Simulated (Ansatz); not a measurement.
Start from `CC1=CC(C)=[O+][Zn-]([CH3])[O]1` and change one atom or group to get `CC1=CC(C)=[O+][Zn-]([OH])[O]1`.

Ansatz, PBE0-D4/def2-TZVP geometries, multiplicity 1. Each molecule was computed in one conformer, which needn't be the lowest.

Scalar relativity is left out up to krypton.

| property | `CC1=CC(C)=[O+][Zn-]([CH3])[O]1` |
| --- | --- |
| size of the dipole moment (ωB97M-V/def2-TZVPP) / D | 3.06 |
| size of the dipole moment (B3LYP/def2-TZVPP) / D | 2.97 |
| LUMO energy (PBE/def2-TZVPP) / eV | -2.25 |
| LUMO energy (ωB97M-V/def2-TZVPP) / eV | 0.72 |
| HOMO–LUMO gap (PBE/def2-TZVPP) / eV | 3.61 |
| HOMO–LUMO gap (B3LYP/def2-TZVPP) / eV | 5.17 |

Problem. Give the same properties after the change, and the shifts. (Estimate.)

Solution. Ansatz gave: 
```
                                          property  `CC1=CC(C)=[O+][Zn-]([OH])[O]1`  shift
size of the dipole moment (ωB97M-V/def2-TZVPP) / D                             4.74   1.68
  size of the dipole moment (B3LYP/def2-TZVPP) / D                             4.70   1.73
                 LUMO energy (PBE/def2-TZVPP) / eV                            -2.51  -0.26
             LUMO energy (ωB97M-V/def2-TZVPP) / eV                             0.46  -0.26
               HOMO–LUMO gap (PBE/def2-TZVPP) / eV                             3.35  -0.26
             HOMO–LUMO gap (B3LYP/def2-TZVPP) / eV                             5.09  -0.08
```

With PBE0 the HOMO falls by 0.20 eV and the LUMO falls by 0.27 eV, so the gap narrows by about 0.07 eV. PBE moves the HOMO by 0.01 eV and ωB97M-V by -0.22 eV. Dipoles are sizes alone; their direction can turn.

Positive LUMOs are unbound, so they and the gaps depend on the basis.

B3LYP here is the variant with VWN-RPA as its local correlation; programs differ in this.
